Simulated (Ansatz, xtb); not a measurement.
# Relative energy of two structures of NOSbSi

Structure a: a singlet given by its coordinates. Structure b: `[O]=[Sb][N]=[Si]`, a singlet. Both are isolated molecules in the gas phase, relaxed with B3LYP-D3(BJ)/def2-SVP; the shapes shown needn't be the lowest conformers.

a (Å):

```xyz
4

N     1.1424    0.5543   -0.3485
O    -1.0843   -0.5425    0.4305
Sb    0.5705    0.1130    1.4496
Si   -0.2633   -0.3512   -1.0828
```

Close contacts (Å): N1–Sb3 1.94, N1–Si4 1.83, O2–Sb3 2.05, O2–Si4 1.73, Sb3–Si4 2.71.

b (Å):

```json
{"atom": "N", "x (Å)": "2.7051", "y (Å)": "-1.6508", "z (Å)": "0.1775"}
{"atom": "O", "x (Å)": "2.3182", "y (Å)": "0.3599", "z (Å)": "-2.0978"}
{"atom": "Sb", "x (Å)": "1.3218", "y (Å)": "-0.5763", "z (Å)": "-0.8647"}
{"atom": "Si", "x (Å)": "3.8113", "y (Å)": "-2.4688", "z (Å)": "0.9674"}
```

Problem. Which of the two would you expect CCSD(T)/def2-TZVPP electronic energies to favour?

Solution. Structure a; the calculation gives E(b) − E(a) = +43.2 kJ/mol.

Level by level:

| level | geometry | E(b) − E(a) (kJ/mol) | departure from the last row (kJ/mol) | job, with rough time for the two |
| --- | --- | --- | --- | --- |
| B3LYP-D3(BJ)/def2-SVP | B3LYP-D3(BJ)/def2-SVP | +21.7 | −21.5 | optimisation, 1.9 min |
| HF/def2-TZVPP | B3LYP-D3(BJ)/def2-SVP | +53.6 | +10.4 | part of the CCSD(T) run |
| MP2/def2-TZVPP | B3LYP-D3(BJ)/def2-SVP | +39.3 | −3.9 | part of the CCSD(T) run |
| CCSD(T)/def2-TZVPP | B3LYP-D3(BJ)/def2-SVP | +43.2 |  | single point, 4.1 min |

None of the levels shown reverses the order. The largest departure from CCSD(T)/def2-TZVPP is that of B3LYP-D3(BJ)/def2-SVP, 21.5 kJ/mol. Levels run at GFN2-xTB geometries aren't shown.

With harmonic frequencies from B3LYP-D3(BJ)/def2-SVP (ideal gas, rigid rotor, one conformer each, 298.15 K, 1 atm): on the last row, ΔE + ΔZPE = +42.5, ΔH = +44.4, ΔG = +38.3 kJ/mol.

The T1 diagnostic of structures a and b is large, so the coupled-cluster value is less sure. The correlated steps freeze 11 core orbitals; the filled d shell of Sb is correlated, in a basis made for valence electrons. Atoms past krypton carry core potentials in the def2 sets and no spin–orbit term is included. Mirror images aren't counted in ΔG. Programs: Ansatz 0.2.0; the last row on 1 thread of Intel(R) Xeon(R) Processor @ 2.50GHz (Skylake/Cascade Lake) on a shared host.
